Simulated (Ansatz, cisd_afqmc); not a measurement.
System: RbF, charge 1, doublet. RbF+ (parent SMILES [F][Rb], doublet).
B3LYP-D3(BJ)/def2-TZVP minimum from Ansatz (a quantum-chemistry and plane-wave program):
```xyz
2

Rb     0.0000     0.0000    -0.6764
F      0.0000     0.0000     2.7806
```
Charge +1, spin multiplicity 2.

Total energies in def2-SVP, 7 correlated electrons, 5 frozen orbitals. Radicals and triplets start from unrestricted determinants; spin-orbit coupling is neglected. Cores are frozen in correlated methods (noble-gas shells, and filled d and f shells in the p block). Past Kr the def2 sets carry scalar-relativistic core potentials. AFQMC is phaseless with a CISD trial state; ± is one standard error, without the phaseless bias. Outlying blocks are dropped, and bars are widened where a walk drifts. Over all cases where full CI ran beside it in this data, AFQMC minus full CI had a median of +0.1 mEh and passed +0.4 mEh in a tenth of the cases. The spin of FRb+ (parent SMILES [F][Rb], doublet) was assumed, and the state is the lowest solution found for it.

```
method         program         energy (Eh)  minus CCSDTQ (mEh)
----------  ----------  ------------------  ------------------
HF              Ansatz          -122.94993              151.55
MP2             Ansatz          -123.08893               12.55
CCSD            Ansatz          -123.10030                1.18
CCSD(T)         Ansatz          -123.10127                0.21
CCSDT(Q)        Ansatz          -123.10148                0.01
CCSDTQ          Ansatz          -123.10148                0.00
AFQMC/CISD  cisd_afqmc  -123.1015 ± 0.0001           0.0 ± 0.1
```

Rough core times of Ansatz's runs on a shared machine: CCSD(T) under 20 s, CCSDT(Q) 30 s, CCSDTQ 7 min.
